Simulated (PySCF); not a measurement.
A geometry optimisation on `[CH2](C)[Al]([CH2]C)[S]C` (AlEt2(SMe)).

Method: PBE0-D3(BJ)/def2-SVP geometry optimisation, gas phase (PySCF 2.14.0). Start geometry: GFN2-xTB. The command runs a driver script over a list of jobs; the input below is this job's line of settings and its coordinates in Å.

Command:
```bash
OMP_NUM_THREADS=1 python probes_run.py task.json out
```

Input:
```
{"job": {"xc": "PBE0", "basis": "def2-SVP", "d3": "d3bj", "grid": 1, "maxiter": 40, "shake": 0.03, "kind": "geom"}, "charge": 0, "multiplicity": 1}
Al     0.476850     0.058100     0.208140
C      2.306840     0.260160    -0.402660
C      2.843730    -1.109580    -0.791700
H      3.042640     0.715860     0.391560
H      2.426020     0.939160    -1.278980
H      3.965230    -1.030420    -0.959370
H      2.763230    -1.823940     0.040720
H      2.467680    -1.478410    -1.675160
C     -0.952460     1.625360     0.158650
C     -2.060360     1.412830    -0.926040
H     -0.415280     2.516090    -0.118970
H     -1.408900     1.824770     1.088900
H     -2.820520     2.300930    -0.994400
H     -1.667010     1.331890    -1.928870
H     -2.649090     0.487860    -0.761190
S     -0.127650    -1.826800     1.010940
C     -1.808560    -1.556830     1.646660
H     -1.821500    -1.790400     2.733520
H     -2.494470    -2.300470     1.156680
H     -2.204020    -0.542020     1.500880
```

Output:
```
step   0  E = -838.17293169  max force = 0.061851
step   1  E = -838.19533587  max force = 0.010956
step   2  E = -838.19659773  max force = 0.005575
step   3  E = -838.19695812  max force = 0.001624
step   4  E = -838.19704561  max force = 0.001204
step   5  E = -838.19716403  max force = 0.001389
step   6  E = -838.19724067  max force = 0.001602
step   7  E = -838.19732101  max force = 0.001307
step   8  E = -838.19735585  max force = 0.001321
step   9  E = -838.19737222  max force = 0.001165
step  10  E = -838.19739574  max force = 0.000773
step  11  E = -838.19742121  max force = 0.000712
step  12  E = -838.19743567  max force = 0.000528
step  13  E = -838.19744258  max force = 0.000379
optimisation converged
```

Energies in Eh; «max force» is the largest Cartesian gradient component in Eh/bohr.

Problem. Give the first gradient maximum in eV/Å.

Solution. With 1 Eh/bohr = 51.422 eV/Å, 3.181 eV/Å.

Problem. How much energy does the optimisation release, in kJ/mol?

Solution. E(step 0) − E(last step) = 0.024511 Eh, which is 64.4 kJ/mol.

Summary of the converged run: final energy -838.19744 Eh after 13 steps; dipole 1.84 D.

Problem. Give the final coordinates.

Solution. 0.337 Å rms from the input after alignment:
```
atom  x, y, z in Å
Al1    0.3984    0.1168    0.1309
C2     2.2252    0.1982   -0.5813
C3     3.0082   -1.1142   -0.5903
H4     2.7720    0.9723   -0.0094
H5     2.1552    0.6155   -1.6043
H6     4.0162   -0.9984   -1.0225
H7     3.1353   -1.5195    0.4261
H8     2.4930   -1.8934   -1.1740
C9    -0.8628    1.6260    0.2317
C10   -2.0127    1.5604   -0.7796
H11   -0.2891    2.5593    0.0884
H12   -1.2700    1.6933    1.2574
H13   -2.6902    2.4269   -0.6984
H14   -1.6464    1.5403   -1.8193
H15   -2.6297    0.6569   -0.6458
S16   -0.2225   -1.8806    0.7777
C17   -1.9163   -1.6592    1.4241
H18   -1.9612   -2.0726    2.4409
H19   -2.6227   -2.2100    0.7879
H20   -2.2177   -0.6038    1.4588
```

On an Intel Xeon at 2.50 GHz with one thread, on a shared host, this took 8.5 min wall, 7.1 min CPU and 0.68 GiB of memory at its peak.
Labels such as C1 count atoms from 1, the log's own numbers from 0.
